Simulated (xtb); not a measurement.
C3H4, charge -1, doublet, at a GFN2-xTB geometry (a state made from the parent by changing its charge; the spin is typed, not shown lowest), atoms displaced at random by about 0.02 Å a coordinate. Base run: GFN2-xTB (xtb).

Input for xtb:
```
$ xtb mol.xyz --gfn 2 --chrg -1 --uhf 1 --opt --json

# file mol.xyz
7

C      1.26597526    -0.11562754     0.07358779
C      0.01929528     0.39589458     0.06020894
C     -1.24708862    -0.08234095    -0.14141571
H      1.52824739    -0.99791149    -0.52488309
H      2.06686116     0.43285314     0.54236480
H     -2.11285967     0.57538534    -0.30661812
H     -1.53690766    -1.16950287     0.04619544
```

Variants of this job, named by their change:

```json
[
 {"change": "base", "ΔE vs base (kJ/mol)": "0.00", "optimiser steps": "6"},
 {"change": "opt level = tight", "ΔE vs base (kJ/mol)": "0.00", "optimiser steps": "7"},
 {"change": "opt level = vtight", "ΔE vs base (kJ/mol)": "0.00", "optimiser steps": "9"},
 {"change": "engine = lbfgs", "ΔE vs base (kJ/mol)": "0.00", "optimiser steps": "-"},
 {"change": "alpb = acetonitrile", "ΔE vs base (kJ/mol)": "-230.5", "optimiser steps": "7"},
 {"change": "opt level = loose", "ΔE vs base (kJ/mol)": "0.05", "optimiser steps": "4"},
 {"change": "opt level = lax", "ΔE vs base (kJ/mol)": "0.01", "optimiser steps": "5"},
 {"change": "alpb = chcl3", "ΔE vs base (kJ/mol)": "-235.7", "optimiser steps": "7"},
 {"change": "opt level = sloppy", "ΔE vs base (kJ/mol)": "0.05", "optimiser steps": "4"},
 {"change": "opt level = crude", "ΔE vs base (kJ/mol)": "0.18", "optimiser steps": "3"}
]
```
